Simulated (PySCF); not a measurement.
Match the calculated data to a structure.

All candidates are C3H8O2Si.

| technique | computed result |
| --- | --- |
| 1H NMR | chemical shifts (computed TMS as zero) by class: 12.44 (1 H), 4.32 (2 H), 4.20 (2 H), 1.36 (2 H), 0.70 (1 H) ppm [GIAO PBE0/pcSseg-1] |
| UV, first state | lowest singlet excitation: 3.33 eV (373 nm, f = 0.001) [TDDFT CAM-B3LYP/def2-SVPD] |
| UV, strongest line | among the 8 lowest singlet transitions: S4 at 6.90 eV (180 nm, f = 0.051) [TDDFT CAM-B3LYP/def2-SVPD] |
| 13C NMR | chemical shifts (computed TMS as zero) by class: 246.8 (1 C), 60.0 (1 C), 14.5 (1 C) ppm [GIAO PBE0/pcSseg-1] |
| Triplet | lowest triplet excitation (Tamm–Dancoff): 2.66 eV [TDA CAM-B3LYP/def2-SVPD] |
| Rotational structure | rotational constants A, B, C: 3.473, 2.486, 1.930 GHz [GFN2-xTB] |

Gas-phase values; electronic properties from PySCF, density fitting. Levels stand in brackets. The structure is a single GFN2-xTB conformer in the gas phase; no vibrational or solvent corrections. NMR classes are plain means over equivalent atoms (diastereotopic ones count apart unless rotation or inversion swaps them), as if these changed places fast.

Question: Which candidate is it?
A. `CO[Si@@H](C)C=O`
B. `COC[SiH2]C=O`
C. `C/C=C/O[SiH2]O`
D. `O=C[SiH2]CCO`
E. `C[SiH]1OCCO1`

Answer: D. It is `O=C[SiH2]CCO`. Numbering: `[O:1]=[CH:2][SiH2:3][CH2:4][CH2:5][OH:6]`. Its formula, C3H8O2Si, gives 1 degree of unsaturation: 0 rings and 1 π bond in the structure found. 3 carbons fall into 3 classes; from least to most shielded: carbonyl carbon [C2] (246.8 ppm), carbinol carbon (C–OH) [C5] (60.0 ppm), sp3 carbon bound to silicon [C4] (14.5 ppm). Hydrogen classes from least to most shielded: 1 H on a carbonyl carbon, C2 (12.44 ppm), 2 H on an SiH2 silicon, Si3 (4.32 ppm, a mean of values up to 0.6 ppm apart in this geometry), 2 H on a carbinol carbon (C–OH), C5 (4.20 ppm), 2 H on an sp3 carbon bound to silicon, C4 (1.36 ppm), 1 H on an alcohol oxygen, O6 (0.70 ppm). The optimised geometry has point group C1 and is an asymmetric top.

The others, at the same levels:
- `C/C=C/O[SiH2]O` fails: its computed 13C shifts are 142.3 (1 C), 114.4 (1 C), 15.8 (1 C) ppm, 1H shifts are 6.50 (1 H), 5.50 (1 H), 5.09 (2 H), 1.73 (3 H), 0.86 (1 H) ppm and rotational constant A is 14.018 GHz (against 3.473 GHz).
- `COC[SiH2]C=O` fails: its computed 13C shifts are 247.0 (1 C), 65.5 (1 C), 62.2 (1 C) ppm, 1H shifts are 12.38 (1 H), 4.43 (2 H), 3.48 (2 H), 3.47 (3 H) ppm and rotational constant A is 7.103 GHz (against 3.473 GHz).
- `C[SiH]1OCCO1` fails: it has 2 carbon classes against 3; its computed 13C shifts are 65.8 (2 C), 0.2 (1 C) ppm, 1H shifts are 5.04 (1 H), 4.26 (2 H), 4.18 (2 H), 0.16 (3 H) ppm and rotational constant A is 5.600 GHz (against 3.473 GHz).
- `CO[Si@@H](C)C=O` fails: its computed 13C shifts are 254.8 (1 C), 54.2 (1 C), -4.4 (1 C) ppm, 1H shifts are 12.28 (1 H), 4.93 (1 H), 4.13 (3 H), 0.35 (3 H) ppm and rotational constant A is 2.941 GHz (against 3.473 GHz).

Each candidate is one conformer, not necessarily the lowest. Dipoles, sizes and rotational constants follow the conformer. The torsions of the flexible species, by atom-mapped SMILES:
- `[O:1]=[CH:2][SiH2:3][CH2:4][CH2:5][OH:6]`: O1–C2–Si3–C4 -24°, C2–Si3–C4–C5 -42°, Si3–C4–C5–O6 -34°, H–O6–C5–C4 169°
- `[CH3:1]/[CH:2]=[CH:3]/[O:4][SiH2:5][OH:6]`: C2–C3–O4–Si5 171°, C3–O4–Si5–O6 174°, H–O6–Si5–O4 179°
- `[CH3:1][O:2][CH2:3][SiH2:4][CH:5]=[O:6]`: C1–O2–C3–Si4 180°, O2–C3–Si4–C5 180°, C3–Si4–C5–O6 0°
- `[CH3:1][O:2][Si@@H:3]([CH3:4])[CH:5]=[O:6]`: C1–O2–Si3–C4 -169°, O2–Si3–C5–O6 18°

The conformers of `C[SiH]1OCCO1` aren't listed.
